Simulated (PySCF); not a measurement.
# Cd(2+): excitation energy

Cd(2+) [Kr] 4d10 (1S) → Cd(2+) [Kr] 4d9 5s1 (3D), as a difference of total energies. Calculation: PySCF 2.14, in aug-cc-pwCVDZ-PP with ECP28MDF; a scalar-relativistic core potential. Correlated levels: valence: 4s2 4p6 frozen. The calculations carry no spin-orbit coupling.

```json
{"method": "UHF", "excitation energy (cm⁻¹)": "79202"}
{"method": "MP2 (valence)", "excitation energy (cm⁻¹)": "85717"}
{"method": "SCS-MP2 (valence)", "excitation energy (cm⁻¹)": "85807"}
{"method": "CCSD (valence)", "excitation energy (cm⁻¹)": "84168"}
{"method": "CCSD(T) (valence)", "excitation energy (cm⁻¹)": "84377"}
```
